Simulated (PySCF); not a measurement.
## Er (erbium, neutral): TPSSh calculation

Configuration: [Xe] 4f12 6s1 6p1, one real determinant (an excited configuration). Computed with PySCF 2.14 in ANO-RCC-VTZP (8s7p5d3f2g1h, 104 functions), with scalar relativity by spin-free X2C-1e.

| Item | Value |
| --- | --- |
| Total energy | -13085.10 hartree |
| One-electron energy | -17938.78 hartree |
| Hartree (Coulomb) energy | 5135.50 hartree |
| Exchange-correlation energy | -281.82 hartree |
| ⟨S²⟩ | 6.0010 |
| ⟨L²⟩ | 26.031 |
| Sum of ⟨r⟩ | 45.39 bohr |
| Sum of ⟨r²⟩ | 90.82 bohr² |
| Traceless quadrupole moment −½Σ⟨3z² − r²⟩ along its main axis | -14.7 e·bohr² |
| Langevin diamagnetic susceptibility | -71.9 ×10⁻⁶ cm³/mol |
| Time after the integrals | 17 s of wall time on 1 thread of Neoverse-V1 (shared host) |

```tsv
shell	electrons	mean orbital energy (hartree)	spread (hartree)	rms radius, mean of both spins (bohr)
1s α	1	-2105.46478	0	0.0231
1s β	1	-2105.46392	0	0.0231
2s α	1	-354.24427	0	0.0935
2s β	1	-354.24307	0	0.0935
2p α	3	-313.99249	0.00918	0.0843
2p β	3	-313.99131	0.00865	0.0843
3s α	1	-79.71803	0	0.240
3s β	1	-79.68911	0	0.240
3p α	3	-67.36770	0.05310	0.241
3p β	3	-67.33669	0.03970	0.241
3d α	5	-51.54488	0.05125	0.221
3d β	5	-51.51718	0.03096	0.221
4s α	1	-15.91860	0	0.540
4s β	1	-15.84396	0	0.540
4p α	3	-11.83116	0.08169	0.575
4p β	3	-11.75507	0.04754	0.575
4d α	5	-6.25428	0.09203	0.630
4d β	5	-6.17262	0.04192	0.630
5s α	1	-2.01973	0	1.34
5s β	1	-1.98181	0	1.34
5p α	3	-1.06614	0.02501	1.60
5p β	3	-1.03660	0.00976	1.60
4f α	7	-0.22187	0.08789	0.960
6s α	1	-0.18773	0	4.21
4f β	5	-0.16685	0.06807	0.960
6p α	1	-0.08636	0	5.97
```

⟨L²⟩ = 26.03 against 42 for a pure I term, so this real determinant mixes terms. Spin-orbit coupling, absent here, splits the open shell strongly.

Densities and radii are taken from the X2C orbitals without a picture-change correction, which distorts them close to the nucleus.
